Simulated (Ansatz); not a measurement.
A geometry relaxed with Ansatz (an electronic-structure program) with PBE0-D3(BJ)/def2-TZVP, charge 0, multiplicity 1:

```xyz
13

H     -0.3377    -1.3537     0.8101
H     -2.3087     0.1366     1.5115
H      2.6005    -0.6087    -1.7061
C     -2.0038     0.0458     0.4647
H     -2.6785    -0.6776    -0.0029
C     -0.5835    -0.3994     0.3573
H      2.1588    -1.7320     0.4041
H      3.1068     0.5062     0.3676
H     -2.1998     1.0129    -0.0074
C      0.4165     0.2574    -0.2401
H     -0.6212     1.7693    -0.7997
Si     2.1585    -0.4241    -0.2990
O      0.2919     1.4671    -0.8601
```

Task: Write the SMILES of this molecule.

Result: `C/C=C(\O)[SiH3]`
